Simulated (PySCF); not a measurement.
NICS in isomers of C8H10NP.

Probes without a nucleus sit at each ring's centroid and 1 Å off its mean plane on both sides; NICS is minus the shielding there, NICSzz its component along the normal. Level: GIAO PBE0/pcSseg-1 (PySCF, non-relativistic, gas phase) on the GFN2-xTB geometries, one conformer each. Atom numbers follow the mapped SMILES.

Question: Order these rings by mean NICS(1)zz, lowest (most negative) first (ppm).
A. ring C3–C4–C5–N6–C7–C8 in `[CH2:1]=[P:2]1([c:3]2[cH:4][cH:5][n:6][cH:7][cH:8]2)[CH2:9][CH2:10]1`
B. ring C3–C4–P5–C6–N7 in `[CH2:1]=[CH:2][c:3]1[cH:4][p:5][cH:6][n:7]1[CH:8]1[CH2:9][CH2:10]1`
C. ring C2–P3–C4–C5–N6–C7 in `[CH3:1][c:2]1[p:3][cH:4][cH:5][n:6][c:7]1[CH:8]1[CH2:9][CH2:10]1`
D. ring P5–C6–C7–C8–C9–C10 in `[N:1]#[C:2][CH2:3][CH2:4][P:5]1[CH:6]=[CH:7][CH2:8][CH:9]=[CH:10]1`

Answer: A (-27.3), B (-25.5), C (-23.5), D (-1.3).

```
           SMILES                                                     ring  NICS(0)  NICS(1)  NICS(1)zz  HOMA  rms pucker (Å)  ring atoms with four or more neighbours
C=P1(c2ccncc2)CC1        6-membered ring with N; formal bonds all aromatic     -7.5    -11.3      -27.3  0.99            0.01                                        0
  C=Cc1cpcn1C1CC1  5-membered ring with N and P; formal bonds all aromatic    -11.8    -10.8      -25.5  0.89            0.00                                        0
   Cc1pccnc1C1CC1  6-membered ring with N and P; formal bonds all aromatic     -5.8    -10.0      -23.5  0.92            0.00                                        0
  N#CCCP1C=CCC=C1  6-membered ring with P; formal bonds 2 double, 4 single     -1.2     -2.6       -1.3     –            0.18                                        1
```

NICS(0) gives another order. The isotropic NICS(1) gives the same order. HOMA uses Krygowski's 1993 parameters; it is left out where a ring has a four-coordinate atom, a triple bond, no multiple bond or a kind of bond without parameters. NICS(1) and NICS(1)zz are means over the two faces.
